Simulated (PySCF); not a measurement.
C₃H₁₃NO₂Si₂, SMILES [Si](CC[SiH2]N)(O)(O)C (GFN2-xTB optimised geometry):

```
21

Si    -2.053     0.701     0.000
C     -2.751     2.464     0.000
O     -2.607    -0.191     1.266
O     -2.655    -0.047    -1.313
C     -0.144     0.701     0.000
C      0.442    -0.713    -0.057
Si     2.337    -0.710     0.011
N      2.838    -2.345    -0.217
H     -2.568     2.953    -0.949
H     -3.824     2.452     0.160
H     -2.304     3.077     0.777
H     -2.412     0.077     2.158
H     -2.835    -0.982    -1.270
H      0.237     1.207     0.889
H      0.232     1.269    -0.850
H      0.106    -1.195    -0.976
H      0.031    -1.302     0.765
H      2.765    -0.095     1.284
H      2.937     0.032    -1.100
H      3.824    -2.543    -0.256
H      2.366    -3.077     0.289
```

Method: PBE0/def2-SVP run with PySCF.

**Question.** What are the frontier orbital energies and the dipole moment?

**Answer.** HOMO-2 -8.70 eV, HOMO-1 -7.27 eV, HOMO -6.95 eV, LUMO 1.07 eV, LUMO+1 1.47 eV; dipole moment 2.35 D.

On the same geometry PySCF with PBE/def2-SVP gives HOMO-2 -7.07 eV, HOMO-1 -5.88 eV, HOMO -5.46 eV, LUMO 0.20 eV, LUMO+1 0.58 eV; dipole moment 2.26 D.

Meta-Löwdin charges at PBE0/def2-SVP: Si1 1.26, C2 -0.58, O3 -0.72, O4 -0.72, C5 -0.44, C6 -0.41, Si7 0.74, N8 -0.69, H9 0.12, H10 0.12, H11 0.11, H12 0.33, H13 0.34, H14 0.10, H15 0.11, H16 0.10, H17 0.10, H18 -0.15, H19 -0.12, H20 0.21, H21 0.21.
